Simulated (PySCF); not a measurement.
# BeGe⁺: energy against distance

Set-up: basis Be 6-31G(d,p), Ge 6-31G(d,p); no relativity; PySCF 2.14. Energies in eV from Be + Ge⁺ in their ground configurations at the same level. All curves are PBE0. state 1: ²Π (doublet), unpaired electrons π ↑; state 2: ²Σ⁺ (doublet), unpaired electrons σ ↑, a second solution, started from another occupation; state 3: quartet, unpaired electrons σ ↑, π ↑↑, a second solution, started from another occupation.

```json
{"R (Å)": "2.036", "state 1": "-1.645", "state 2": "-0.305", "state 3": "-1.024"}
{"R (Å)": "2.130", "state 1": "-1.872", "state 2": "-0.703", "state 3": "-1.012"}
{"R (Å)": "2.225", "state 1": "-1.993", "state 2": "-0.969", "state 3": "-0.926"}
{"R (Å)": "2.296", "state 1": "-2.034", "state 2": "-1.102", "state 3": "-0.832"}
{"R (Å)": "2.367", "state 1": "-2.044", "state 2": "-1.190", "state 3": "-0.721"}
{"R (Å)": "2.438", "state 1": "-2.031", "state 2": "-1.243", "state 3": "-0.603"}
{"R (Å)": "2.533", "state 1": "-1.987", "state 2": "-1.270", "state 3": "-0.440"}
{"R (Å)": "2.651", "state 1": "-1.906", "state 2": "-1.254", "state 3": "-0.242"}
{"R (Å)": "2.793", "state 1": "-1.785", "state 2": "-1.187", "state 3": "-0.027"}
{"R (Å)": "2.982", "state 1": "-1.608", "state 2": "-1.057", "state 3": "0.210"}
```

Problem. Put a parabola through the three lowest points of the state 1 curve and estimate Re, k and ωe (reduced mass 8.033 u; 1 eV/Å² = 0.16022 mdyn/Å; ωe = 1302.8·√(k/μ) cm⁻¹).

Solution. Through R = 2.296, 2.367, 2.438 Å the second-order coefficient is 2.28 eV/Å², so Re ≈ 2.362 Å, k ≈ 0.731 mdyn/Å and ωe ≈ 393 cm⁻¹. A polynomial fit of higher order to the unrounded PBE0 energies gives Re = 2.359 Å, k = 0.760 mdyn/Å, ωe = 401 cm⁻¹; anharmonicity and rounding make the difference.

The higher-order fit for each curve: state 1: Re = 2.359 Å, ωe = 401 cm⁻¹, De = 2.04 eV; state 2: Re = 2.552 Å, ωe = 358 cm⁻¹, minimum 1.27 eV below the ground-state fragments. State 3 gave no clean fit.

⟨S²⟩ of the unrestricted solution departs from its pure value on part of the curve, where spin states mix. Spin–orbit coupling is left out. For an ion De counts to the pair picked by the measured ionisation energies or electron affinities, which need not be the lowest pair at this level. The state is the lowest determinant that a PBE0 search found; another state may lie lower at other levels.
